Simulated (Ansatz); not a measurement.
Input for Ansatz (an electronic-structure program): U-CAM-B3LYP/def2-TZVPP on LiP, 2S+1 = 3, a spin state set in the input, which need not be the lowest, a point of a bond scan (R = 2.330 Å).

Ansatz 0.2 input:
```yaml
crystal:
  periodic: [false, false, false]
  atoms:
    - {symbol: Li, position_ang: [0.00000000, 0.00000000, 0.00000000]}
    - {symbol: P, position_ang: [0.00000000, 0.00000000, 2.33049200]}
basis:
  gaussian:
    orbitals: def2-TZVPP
    pivot_positions_ang: [[0.00000000, 0.00000000, 0.00000000], [0.00000000, 0.00000000, 2.33049200]]
hamiltonian:
  xc: {name: CAM-B3LYP}
magnetization: {spin_polarized: true, initial_magnetization: 2}
output: {forces: true, orbitals: {seedname: ./end}}
```

The log:

```
WARN ansatz: RAYON_NUM_THREADS=1 ignored (pool sized by the plan → 1); use --threads N
Functional definition: CAM-B3LYP
integrals: 0.01 GiB planned
442 factors; their error is unknown
integrals: 0.04 GiB planned
150 factors; integrals over basis functions are off by at most 1.4e-5 eV
mean field: 0.18 GiB planned
mean field evaluation 1: about -9490.9222 eV, gradient 9.4e0 eV
mean field evaluation 2: about -9491.3876 eV, gradient 6.7e0 eV
mean field evaluation 4: about -9491.6016 eV, gradient 1.8e-1 eV
mean field evaluation 8: about -9491.6016 eV, gradient 9.4e-3 eV
mean field evaluation 16: about -9491.6016 eV, gradient 1.9e-5 eV
mean field -9491.60163278 eV, -348.8099263661 hartree, gradient 1.9e-5 eV, S^2 2.005948; 1 other end points of the search recorded, 0 dependent functions left out
the calculation of the forces begins
reference -9491.60172344 eV, -348.8099296975 hartree; 10, 8 occupied and 51, 53 virtual orbitals, 442 factors
Total energy: -9491.60172344 eV, -348.8099296975 hartree
Atom 0 at     0.000000     0.000000     0.000000 Å, force    -0.000000     0.000000     0.123348 eV/Å
Atom 1 at     0.000000     0.000000     2.330492 Å, force     0.000000    -0.000000    -0.123348 eV/Å
Dipole moment:     0.000000    -0.000000    -1.417886 e Å
```

The run converged.

Cost: around 2.1 core-seconds (rough).
